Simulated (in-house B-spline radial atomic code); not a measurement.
How numerical settings move a run on Sm IV (Sm3+), [Xe] 4f5. Computed with an all-electron radial atomic-structure program (B-spline basis): Dirac-Kohn-Sham LDA VWN5, spherical fractional occupations, Fermi nucleus of rms radius 5.0819 fm.

Command:
```bash
python run_scf.py task.json out
```
Settings of the sound reference run:
```
Z                62
electrons        59
configuration    [Xe] 4f5
hamiltonian      dirac
method           lda,vwn
spin_polarised   False
nucleus          fermi
rms_radius       5.0819
mass_number      152
atomic_mass      151.9197
speed_of_light   137.036
knot_spacing     0.22
spline_order     8
gauss_points     12
box_radius       16.22
max_iterations   70
damping          0.5
damped_steps     3
diis_vectors     10
tolerance        1e-08
start            Thomas-Fermi
```

Run time, properties included: 2.1 s on 1 thread of Arm Neoverse N1, on a shared host.

It converges in 10 iterations to -10425.094002 hartree, with 4f7/2 at -32.4692 eV. The other runs change the listed settings, some to values that make no sense; their results aren't properties of the atom or ion. Radii are in bohr (the nuclear one in fm), a minus after a letter asks for a j subshell, and «unchanged» means within 1e-8 hartree. The run stops when the residual is below 10 × tolerance × max(1, Z/10), or a noise floor if that is larger, and the energy moves by less than 1e-8 × √|E| hartree; so very loose and very tight tolerances often act alike.

| changed settings | outcome |
| --- | --- |
| first_knot = 1.61e-06, max_iterations = 100, damped_steps = 0, tolerance = 1e-05 | converged in 8 iterations, energy -2.15e-07 hartree from the reference, 4f7/2 level -5.1e-04 eV |
| knot_spacing = 0.4, box_radius = 0.97, max_iterations = 2, damped_steps = 8 | not converged after 2 iterations, last residual 3.1e-01, last energy +2.67e+02 hartree from the reference |
| gauss_points = 16 | converged in 10 iterations, energy unchanged |
| first_knot = 0.00484 | converged in 10 iterations, energy -3.38e-01 hartree from the reference, 4f7/2 level -1.6e-03 eV |
| first_knot = 1.61e-06 | converged in 10 iterations, energy -2.15e-07 hartree from the reference |
| first_knot = 1.61e-05 | converged in 10 iterations, energy +1.10e-08 hartree from the reference, 4f7/2 level +3.6e-07 eV |
| electrons = 62, configuration = [Xe] 4f5 6s3, max_iterations = 60 | stopped with error: shell 6s holds at most 2 electrons |
| first_knot = 0.0484 | converged in 10 iterations, energy +3.96e+01 hartree from the reference, 4f7/2 level -5.5e-01 eV |
| gauss_points = 3 | converged in 10 iterations, energy +9.36e-04 hartree from the reference, 4f7/2 level -5.1e-05 eV |
| electrons = 60, configuration = [Xe] 4f5 2f1, max_iterations = 75 | stopped with error: there is no 2f shell |
| knot_spacing = 0.4, first_knot = 0.00484, max_iterations = 3, damped_steps = 8 | not converged after 3 iterations, last residual 2.9e-01, last energy +3.55e-01 hartree from the reference |
| max_iterations = 60, tolerance = 1e-05, start = bare nucleus | converged in 11 iterations, energy unchanged, 4f7/2 level -6.1e-04 eV |
| first_knot = 0.000161 | converged in 10 iterations, energy +6.48e-05 hartree from the reference, 4f7/2 level -2.7e-07 eV |

Question: What happens with method = hf, speed_of_light = 46.51002?

Answer: Stopped with error: Z/c is past the critical charge.

Question: What happens with gauss_points = 4?

Answer: Converged in 10 iterations, energy +5.27e-06 hartree from the reference, 4f7/2 level -3.0e-06 eV.

Question: What happens with spline_order = 4, gauss_points = 6, max_iterations = 60, damping = 0.2, damped_steps = 0?

Answer: Converged in 9 iterations, energy +7.06e-03 hartree from the reference, 4f7/2 level -2.1e-03 eV.

Question: What happens with first_knot = 0.0161?

Answer: Converged in 10 iterations, energy +3.29e+00 hartree from the reference, 4f7/2 level -3.8e-02 eV.
